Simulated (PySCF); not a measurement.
Mapped SMILES: `[CH3:1]/[C:2](=[C:3](\[SiH3:4])[CH2:5][F:6])[CH:7]([F:8])[F:9]` (H(Xn): hydrogen on atom n).

A single conformation, relativity neglected, averaged over atoms made equivalent by symmetry, fast rotation or ring inversion, isolated molecule. NMR shieldings at PBE0/pcSseg-1/GIAO; geometry: GFN2-xTB; PySCF 2.14.0 with density-fitted response routines.

Chemical shifts δ = σref − σ; TMS for $^{13}$C (186.93 ppm), $^{1}$H (31.72 ppm), $^{29}$Si (349.16 ppm); $^{19}$F (170.95 ppm) vs CFCl3, all at this level.

```json
{"atoms": "C1", "nucleus": "$^{13}$C", "count": "1", "δ (ppm)": "21.3"}
{"atoms": "C7", "nucleus": "$^{13}$C", "count": "1", "δ (ppm)": "119.9"}
{"atoms": "Si4", "nucleus": "$^{29}$Si", "count": "1", "δ (ppm)": "-87.8"}
{"atoms": "H(C7)", "nucleus": "$^{1}$H", "count": "1", "δ (ppm)": "6.51"}
{"atoms": "F6", "nucleus": "$^{19}$F", "count": "1", "δ (ppm)": "-236.7"}
{"atoms": "C2", "nucleus": "$^{13}$C", "count": "1", "δ (ppm)": "150.0"}
{"atoms": "H(C5)", "nucleus": "$^{1}$H", "count": "2", "δ (ppm)": "?"}
{"atoms": "H(C1)", "nucleus": "$^{1}$H", "count": "3", "δ (ppm)": "?"}
{"atoms": "H(Si4)", "nucleus": "$^{1}$H", "count": "3", "δ (ppm)": "?"}
{"atoms": "C3", "nucleus": "$^{13}$C", "count": "1", "δ (ppm)": "143.8"}
{"atoms": "F8/F9", "nucleus": "$^{19}$F", "count": "2", "δ (ppm)": "?"}
{"atoms": "C5", "nucleus": "$^{13}$C", "count": "1", "δ (ppm)": "85.8"}
```

Problem. Complete the table.

Solution. 
- H(C5): 5.43 ppm, hydrogen on an allylic sp3 CH2 bonded to F; its carbon carries F, an electronegative neighbour
- H(Si4): 4.31 ppm, hydrogen on a silicon bonded to C
- H(C1): 2.12 ppm, hydrogen on an allylic methyl carbon; allylic position
- F8/F9: -138.5 ppm, fluorine of a CF2 group

Shifts are as computed. Against solution values, carbons near 30 ppm lie about +3 ppm off and those near 130 ppm about +5 ppm. Of 1309 compounds with measured shifts, 239 miss one by over three times the rms of a fit or turn the order of signals round; such compounds aren't used in these exercises. Unscaled 19F shifts against computed CFCl3 carry errors that often reach 10 to 50 ppm.
